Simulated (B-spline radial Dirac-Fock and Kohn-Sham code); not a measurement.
How core holes in Sm decay

System: the free samarium atom, [Xe] 4f6 5d2 (not the ground configuration).

Calculated with a radial B-spline solver, using one-electron (LDA, Dirac) transition rates at Dirac-Fock energies.

Partial widths are in eV. Coster-Kronig decay leaves a hole in the same principal shell; its rates are the weakest part of the model, often 1.5 to 2.5 times too large and more for N holes. Holes without an open Auger channel, or with an unreliable SCF state, are not listed.

| hole | radiative | Auger | Coster-Kronig | total | fluorescence yield | lifetime (fs) |
| --- | --- | --- | --- | --- | --- | --- |
| K (1s) | 17.8 | 1.36 | 0 | 19.2 | 0.929 | 0.0343 |
| L1 (2s) | 0.341 | 1.69 | 2.42 | 4.45 | 0.0767 | 0.148 |
| L2 (2p1/2) | 0.573 | 2.55 | 0.618 | 3.74 | 0.153 | 0.176 |
| L3 (2p3/2) | 0.531 | 3.01 | 0 | 3.54 | 0.150 | 0.186 |
| M1 (3s) | 0.0108 | 0.660 | 14.8 | 15.5 | 0.000696 | 0.0424 |
| M2 (3p1/2) | 0.0110 | 0.737 | 6.69 | 7.44 | 0.00148 | 0.0885 |
| M3 (3p3/2) | 0.0112 | 0.808 | 6.85 | 7.66 | 0.00146 | 0.0859 |
| M4 (3d3/2) | 0.00480 | 0.913 | 0.294 | 1.21 | 0.00396 | 0.543 |
| M5 (3d5/2) | 0.00453 | 0.933 | 0 | 0.937 | 0.00483 | 0.702 |
| N1 (4s) | 0.000314 | 0.0784 | 10.1 | 10.2 | 3.08e-05 | 0.0645 |
| N2 (4p1/2) | 0.000632 | 0.0794 | 7.09 | 7.17 | 8.82e-05 | 0.0918 |
| N3 (4p3/2) | 0.000462 | 0.0831 | 6.30 | 6.38 | 7.24e-05 | 0.103 |
| N4 (4d3/2) | 0.000233 | 0.0895 | 1.60 | 1.69 | 0.000138 | 0.389 |
| N5 (4d5/2) | 0.000214 | 0.0947 | 1.59 | 1.68 | 0.000127 | 0.391 |
